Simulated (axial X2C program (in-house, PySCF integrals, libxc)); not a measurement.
# Worked dissociation energy of AsF⁻: PBE, 2c

Computed with an in-house relativistic program for diatomic molecules. Two-component (2c) means X2C with spin–orbit coupling and atomic mean-field two-electron Coulomb and Gaunt terms. Basis: As dyall-acv3z [10s10p7d5f1g], F dyall-av3z [7s6p3d2f] (cores contracted in-house); Gaussian nuclei, density fitting, unrestricted open shells. Masses: As 74.922 u, F 18.998 u.

Molecular state: Ω = 3/2 (⟨Sz⟩ = 0.50, ⟨Lz⟩ = 1.00 at PBE).

| Quantity | Value |
| --- | --- |
| E(As) (2M_J = 3) | -2259.736395 hartree |
| E(F-) (2M_J = 0) | -99.891948 hartree |
| E(AsF⁻) at Re | -2359.699290 hartree |
| ωe | 505.7 cm⁻¹ |
| ωexe | 3.13 cm⁻¹ |

(1) Work out De and D0.

The state is a single determinant with fixed occupations, the lowest that a limited PBE0 search found. De is counted from the lowest determinant-based energies of the atoms at the same level, without counterpoise correction. Density functionals use the spin component along the axis (collinear). Without a current term, density functionals place determinants with orbital angular momentum somewhat too high. The highest occupied level of some functionals is positive through self-interaction error; at Hartree–Fock it is bound.

Each atomic determinant is the lowest at this level and need not be a pure J level. Totals compare only within one Hamiltonian and basis.

## Answers

(1) De = -2259.736395 + (-99.891948) − (-2359.699290) = 0.07095 hartree = 1.931 eV. The zero-point energy is ωe/2 − ωexe/4 = 252 cm⁻¹ = 0.031 eV, so D0 = 1.899 eV.
